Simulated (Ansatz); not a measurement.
Two structures of SiN$_{2}$H$_{6}$O, singlet, reached by relaxing down either side of one saddle point (PBE0-D4/def2-TZVP). Energies are electronic, without zero-point energy. Ansatz 0.2.0; basis: def2-TZVPP and def2-QZVPP; cores frozen in the correlated methods. Extrapolation: Hartree–Fock as exp(−7.88 √X), correlation as X^−2.97. First:

Si1  (0.120, -0.148, -0.304)
H2  (0.605, -1.355, -1.036)
O3  (-0.203, 1.007, -1.438)
H4  (-0.523, 0.688, -2.282)
N5  (1.192, 0.660, 0.738)
N6  (-1.154, -0.746, 0.655)
H7  (1.473, 0.263, 1.616)
H8  (1.840, 1.346, 0.390)
H9  (-1.674, -1.563, 0.382)
H10  (-1.676, -0.152, 1.278)
(Å)

Second:

```
atom    x (Å)    y (Å)    z (Å)
 Si1  -0.1855   0.3142   0.1824
  H2   0.8791  -1.3507  -3.7346
  O3  -0.1831   0.3834  -1.3323
  H4   0.6139  -0.9149  -3.1845
  N5   1.0011   0.9518   1.1813
  N6  -1.3758  -0.4102   1.1153
  H7   1.0094   0.9111   2.1850
  H8   1.7971   1.4250   0.7895
  H9  -2.1693  -0.8478   0.6793
 H10  -1.3869  -0.4621   2.1185
```

Which bonds change from the first to the second?

SiN₂H₆O ([NH2][SiH]([NH2])[OH]) → SiN₂H₄O ([NH2][Si]([NH2])[O]) + H₂; bonds formed: H2–H4; bonds broken: Si1–H2, O3–H4.

Give the saddle point's structure and its height above each. (An estimate is asked for; the value comes from the calculation.)

By the calculation: 236.9 kJ/mol above the first and 82.3 kJ/mol above the second (CCSD(T) at an estimated basis limit (MP2 extrapolated from triple and quadruple zeta, plus CCSD(T) − MP2 in triple zeta)).
```json
{"atom": "Si1", "x (Å)": "-0.1357", "y (Å)": "0.2495", "z (Å)": "-0.2693"}
{"atom": "H2", "x (Å)": "0.5781", "y (Å)": "-0.9394", "z (Å)": "-1.4192"}
{"atom": "O3", "x (Å)": "-0.5325", "y (Å)": "1.0065", "z (Å)": "-1.5742"}
{"atom": "H4", "x (Å)": "0.1639", "y (Å)": "-0.1940", "z (Å)": "-1.8587"}
{"atom": "N5", "x (Å)": "1.1447", "y (Å)": "0.7280", "z (Å)": "0.7046"}
{"atom": "N6", "x (Å)": "-1.2347", "y (Å)": "-0.6380", "z (Å)": "0.6370"}
{"atom": "H7", "x (Å)": "1.3385", "y (Å)": "0.3822", "z (Å)": "1.6277"}
{"atom": "H8", "x (Å)": "1.8613", "y (Å)": "1.3380", "z (Å)": "0.3500"}
{"atom": "H9", "x (Å)": "-2.1047", "y (Å)": "-0.9442", "z (Å)": "0.2368"}
{"atom": "H10", "x (Å)": "-1.0789", "y (Å)": "-0.9886", "z (Å)": "1.5654"}
```

T1 diagnostic: at most 0.015.

Labels in which every atom is bracketed show which atoms are joined, not bond orders.

For scale, one of the runs: CCSD(T)/def2-TZVPP, 219 basis functions, launched by `ansatz run in.yaml --threads 4 --pin off --events-out ev --progress --plain --max-ram 9574MiB`. Hardware: 4 CPU threads of an Arm Neoverse V1, shared host. Wall time 54 s; peak host memory 3.4 GiB.
